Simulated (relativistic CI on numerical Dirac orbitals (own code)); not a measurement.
## Electric-dipole lines of Ti⁶⁺

These numbers are calculated, not measured: Dirac-Coulomb-Breit CI, separate exchange-only KLI orbitals for each configuration, model QED (radiative potential, 1s self-energy scaled to tabulated hydrogen-like ionisation energies), valence Slater integrals scaled by 0.9, configuration energies shifted to the measured levels that pair with them (semi-empirical) (own radial code, finite nucleus).

Configurations in the expansion (outside the closed core [Ne]): 3s²3p⁴, 3s3p⁵, 3s²3p³3d, 3s²3p³4s, 3s²3p³4d, 3p⁶, 3s²3p²3d², 3s3p⁴3d, 3p⁴3d², 3p⁵3d, 3s3p³3d², 3s²3p³4p, 3s²3p³4f, 3s3p⁴4s, 3s²3p³5s, 3s²3p³5p, 3s3p⁴4p, 3s²3p³5d, 3s²3p²3d4s, 3s²3p³5f, 3s²3p³5g, 3s3p⁴4d, 3s²3p²3d4p, 3s3p⁴4f, 3s3p⁴5s, 3s3p⁴5p, 3p⁵4s, 3s3p⁴5d, 3s3p³3d4s, 3s3p⁴5f. Levels of other configurations are missing.

| λ vac (Å) | Lower | Upper | A (s⁻¹) | gf | Branching (%) |
| --- | --- | --- | --- | --- | --- |
| 170.45 | 3s²3p⁴ ³P2 [1] | 3s²3p³4s ³D°3 [102] | 1.59e+10 | 4.85e-01 | 98.3 |
| 175.73 | 3s²3p⁴ ¹D2 [4] | 3s²3p³4s ¹D°2 [104] | 4.23e+10 | 9.79e-01 | 95.9 |
| 177.76 | 3s²3p⁴ ³P2 [1] | 3s²3p³4s ³S°1 [84] | 3.31e+10 | 4.71e-01 | 58.2 |
| 252.19 | 3s²3p⁴ ¹D2 [4] | 3s²3p³3d ¹F°3 [46] | 1.07e+11 | 7.11e+00 | 99.9 |
| 252.30 | 3s²3p⁴ ³P2 [1] | 3s²3p³3d ³D°2 [43] | 2.18e+10 | 1.04e+00 | 22.9 |
| 253.94 | 3s²3p⁴ ³P1 [2] | 3s²3p³3d ³D°1 [44] | 3.89e+10 | 1.13e+00 | 40.8 |
| 254.24 | 3s²3p⁴ ³P2 [1] | 3s²3p³3d ³D°3 [42] | 9.59e+10 | 6.50e+00 | 100.0 |
| 254.80 | 3s²3p⁴ ³P0 [3] | 3s²3p³3d ³D°1 [44] | 5.41e+10 | 1.58e+00 | 56.8 |
| 255.20 | 3s²3p⁴ ³P1 [2] | 3s²3p³3d ³D°2 [43] | 7.30e+10 | 3.56e+00 | 76.8 |
| 255.98 | 3s²3p⁴ ¹S0 [5] | 3s²3p³3d ¹P°1 [48] | 8.74e+10 | 2.58e+00 | 98.5 |
| 258.57 | 3s²3p⁴ ¹D2 [4] | 3s²3p³3d ¹D°2 [45] | 7.50e+10 | 3.76e+00 | 98.6 |
| 265.10 | 3s²3p⁴ ³P2 [1] | 3s²3p³3d ³P°1 [39] | 4.55e+10 | 1.44e+00 | 60.2 |
| 266.75 | 3s²3p⁴ ³P1 [2] | 3s²3p³3d ³S°1 [41] | 3.84e+10 | 1.23e+00 | 55.4 |
| 267.38 | 3s²3p⁴ ³P1 [2] | 3s²3p³3d ³P°0 [40] | 8.45e+10 | 9.05e-01 | 100.0 |
| 267.40 | 3s²3p⁴ ³P2 [1] | 3s²3p³3d ¹P°1 [38] | 2.12e+10 | 6.82e-01 | 28.1 |
| 267.43 | 3s²3p⁴ ³P2 [1] | 3s²3p³3d ³P°2 [37] | 6.46e+10 | 3.46e+00 | 78.4 |
| 267.69 | 3s²3p⁴ ³P0 [3] | 3s²3p³3d ³S°1 [41] | 2.29e+10 | 7.37e-01 | 32.9 |
| 270.70 | 3s²3p⁴ ³P1 [2] | 3s²3p³3d ³P°2 [37] | 1.73e+10 | 9.52e-01 | 21.0 |
| 283.00 | 3s²3p⁴ ¹D2 [4] | 3s²3p³3d ³P°1 [39] | 2.38e+10 | 8.57e-01 | 31.4 |
| 285.62 | 3s²3p⁴ ¹D2 [4] | 3s²3p³3d ¹P°1 [38] | 4.18e+10 | 1.53e+00 | 55.3 |

Terms are leading LS components. Brackets give the number of a level in order of energy, since labels repeat. The list gives strong lines, with weight on those to low levels, without configurations that were not tied to measured data, without lines whose two gauges differ by over a factor of 2.5, among the lowest 400 of 1602 levels, so that lines to higher ones, which can be the strongest, are missing. Levels whose partners in the same complex of configurations lie outside the list can be far off, and so can their lines. Rates are taken at the computed energies, electric ones in the length gauge.

Configurations whose levels could be paired with our table of measured levels were shifted onto them, all but the ground configuration, by the median error of their levels; single terms can still be off by 1,000 to 2,000 cm⁻¹ or more, and rates follow the energies as ν³ (E1, M1) or ν⁵ (E2). The others borrow a shift and can be off by several thousand cm⁻¹ or more. 28 of the 39 excited levels that our extract of the measured tables holds in this range could be paired (the sources list more); they are missed by 1028 cm⁻¹ on average and 3177 at most, after the shifts were fitted to these levels, and levels without a partner can miss by more. Some levels of the ground configuration have no partner and can miss by 10 % or more.

LS names give the leading component of a level, which can be under half, so a name can repeat, a term be missing and a line seem to break the LS rules.
